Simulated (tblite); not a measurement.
Compound: C2H12N2OSi3.
Numbering: `[NH2:1][Si@@H:2]1[CH2:3][CH2:4][Si@H:5]([NH:6][SiH3:7])[O:8]1` (hydrogens: H9, H10 on N1; H11 on Si2; H12, H13 on C3; H14, H15 on C4; H16 on Si5; H17 on N6; H18, H19, H20 on Si7)

Computed geometry: GFN2-xTB, gas phase.

Question: List the bond lengths, angles and torsions at this level.

Answer: 
```tsv
bond	length (Å)
N1–Si2	1.722
Si2–C3	1.899
C3–C4	1.537
C4–Si5	1.907
Si5–N6	1.723
N6–Si7	1.725
Si5–O8	1.635
Si2–O8	1.635
N1–H9, N1–H10	1.007
Si2–H11	1.466
C3–H12	1.090
C3–H13	1.091
C4–H14	1.092
C4–H15	1.091
Si5–H16	1.460
N6–H17	1.006
Si7–H18, Si7–H19, Si7–H20	1.465
```

Bonds in one row agree within 0.01 Å and their mean is given. A selection of angles:
```tsv
angle	degrees
Si2–N1–H9	117.6
Si2–N1–H10	116.1
H9–N1–H10	109.6
N1–Si2–C3	112.0
N1–Si2–O8	105.8
N1–Si2–H11	117.6
C3–Si2–O8	100.0
C3–Si2–H11	113.6
O8–Si2–H11	105.8
Si2–C3–C4	106.5
Si2–C3–H12	114.8
Si2–C3–H13	108.7
C4–C3–H12	110.9
C4–C3–H13	109.2
H12–C3–H13	106.6
C3–C4–Si5	107.5
C3–C4–H14	108.9
C3–C4–H15	111.0
Si5–C4–H14	108.9
Si5–C4–H15	114.1
H14–C4–H15	106.3
C4–Si5–N6	116.0
C4–Si5–O8	100.2
C4–Si5–H16	114.2
N6–Si5–O8	107.1
N6–Si5–H16	111.3
O8–Si5–H16	106.7
Si5–N6–Si7	127.3
Si5–N6–H17	115.0
Si7–N6–H17	117.4
N6–Si7–H18	107.9
N6–Si7–H19	111.6
N6–Si7–H20	106.0
H18–Si7–H19	108.9
H18–Si7–H20	112.3
Si2–O8–Si5	117.5
```

Dihedral angles: N1–Si2–C3–C4 -139° (anticlinal); Si2–C3–C4–Si5 28° (synperiplanar); C3–C4–Si5–N6 96° (anticlinal); C4–Si5–N6–Si7 71° (synclinal); C4–Si5–O8–Si2 0° (synperiplanar); N1–Si2–O8–Si5 131° (anticlinal).

Si2 (oxygen-bound silicon) is distorted tetrahedral (angles from 100.0° to 117.6°). N1 (silicon-bound nitrogen) is pyramidal (angles 117.6°, 116.1° and 109.6°, sum 343.3°, 0.28 Å off the plane of its three neighbours). The 5-membered ring Si2–C3–C4–Si5–O8 has internal angles of 100.0° to 117.5° (sum 532°, against 540° for a flat polygon); it is puckered, 0.14 Å rms from its mean plane, widest ring torsion 28°. Si5 (oxygen-bound silicon) is distorted tetrahedral (angles from 100.2° to 116.0°). N6 (nitrogen bridging silicon atoms) is planar (angles 127.3°, 117.4° and 115.0°, sum 359.6°, 0.05 Å off the plane of its three neighbours). Si7 (SiH3 silicon) is distorted tetrahedral (angles from 106.0° to 112.3°). All 3 N–Si bonds measure 1.722 to 1.725 Å.

Point group: C1 (no symmetry element, even within 0.4 Å). Its lowest GFN2-xTB frequency is 15i cm⁻¹, too small to tell a flat minimum from a shallow saddle. One conformer, not necessarily the lowest (H–N1–Si2–C3 -79° and 149°, C4–Si5–N6–Si7 71°, N1–Si2–C3–C4 -139°, Si2–C3–C4–Si5 28°, C3–C4–Si5–N6 96°, C4–Si5–O8–Si2 0°). 3 starts were optimised and ended at 0.00, 0.48 and 0.80 kcal/mol (GFN2-xTB); the lowest of these is shown.
